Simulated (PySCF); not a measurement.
## Stretching BPt

Set-up: B x2c-TZVPPall, Pt x2c-TZVPPall; spin-free X2C with a Gaussian nucleus (PySCF 2.14). Energies in eV from B + Pt (5d9 6s1) in their ground configurations at the same level. State: doublet, unpaired electrons σ ↑, a mixture of terms (⟨Lz²⟩ = 2.3).

```
R (Å)    BLYP    MN15  r²SCAN
1.503  -4.278  -4.063  -4.772
1.573  -5.179  -4.896  -5.594
1.643  -5.695  -5.354  -6.039
1.696  -5.894  -5.515  -6.187
1.748  -5.971  -5.558  -6.215
1.800  -5.954  -5.512  -6.152
1.870  -5.825  -5.348  -5.964
1.958  -5.548  -5.038  -5.619
2.063  -5.124  -4.585  -5.120
2.203  -4.502  -3.945  -4.411
```

Put a parabola through the three lowest points of the BLYP curve and estimate Re, k and ωe (reduced mass 10.42 u; 1 eV/Å² = 0.16022 mdyn/Å; ωe = 1302.8·√(k/μ) cm⁻¹).

Through R = 1.696, 1.748, 1.8 Å the second-order coefficient is 17.4 eV/Å², so Re ≈ 1.765 Å, k ≈ 5.57 mdyn/Å and ωe ≈ 952 cm⁻¹. A polynomial fit of higher order to the unrounded BLYP energies gives Re = 1.763 Å, k = 5.02 mdyn/Å, ωe = 905 cm⁻¹; anharmonicity and rounding make the difference.

The higher-order fit for each curve: BLYP: Re = 1.763 Å, ωe = 905 cm⁻¹, De = 5.97 eV; MN15: Re = 1.745 Å, ωe = 929 cm⁻¹, De = 5.56 eV; r²SCAN: Re = 1.736 Å, ωe = 960 cm⁻¹, De = 6.22 eV.

The metal atom is held in its measured ground configuration; semilocal functionals can put another filling of s and d lower by some tenths of an eV, and De to that atom would be smaller. These are scalar-relativistic numbers at best; spin–orbit coupling would shift them, the dissociation energy most. With d or f electrons several states lie close, and the lowest PBE0 determinant need not be the measured ground state.
